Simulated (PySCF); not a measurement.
Al(Me)(SH)2 (CH5AlS2), SMILES [CH3][Al]([SH])[SH].

The structure is a stationary point at PBE0-D3(BJ)/def2-SVP. The values are those of a single conformer.

Method: IEF-PCM-M06-2X/def2-SVP run with PySCF.

The values are the electrostatic part of the solvation free energy, E(continuum) − E(gas) at the gas-phase geometry, in a cavity of scaled van der Waals radii (PySCF's table); cavitation and dispersion terms are not included. A continuum can't describe solvent molecules that bind to the metal. In vacuum the orbital gap is 8.71 eV. The dipole moment in vacuum is 0.18 D.

**Question.** Estimate the values in water (ε = 78.36), toluene (ε = 2.37), N,N-dimethylformamide (ε = 37.22). (The exact figures need the calculation; the answer reports its results.)

**Answer.** 
| solvent | ε | ΔG(elec) (kcal/mol) | dipole (D) | gap (eV) |
|---|---|---|---|---|
| water | 78.36 | -6.5 | 0.48 | 9.00 |
| toluene | 2.37 | -2.8 | 0.27 | 8.85 |
| N,N-dimethylformamide | 37.22 | -6.3 | 0.47 | 9.00 |
